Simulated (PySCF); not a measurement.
Vertical excitations of a molecule C₃H₈O₂Si from TDDFT-LC-ωPBE/def2-SVPD (PySCF), as energy in eV (oscillator strength): 6.92 (0.498), 7.15 (0.043), 7.51 (0.003), 7.70 (0.004), 7.83 (0.007), 8.41 (0.008), 8.50 (0.004), 8.63 (0.004), 8.83 (0.003), 8.88 (0.036). Lowest triplet (TDA): 4.00 eV. Geometry: B3LYP-D3(BJ)/def2-SVP. Other conformers were not sampled.

**Question.** Identify the compound among the candidates.
(A) C/C=C/O[SiH2]O
(B) OC[C@@H]1C[SiH2]O1
(C) O[C@@H]1CO[C@H]1[SiH3]
(D) C[C@@H]1O[SiH2][C@H]1O

**Answer.** A, C/C=C/O[SiH2]O
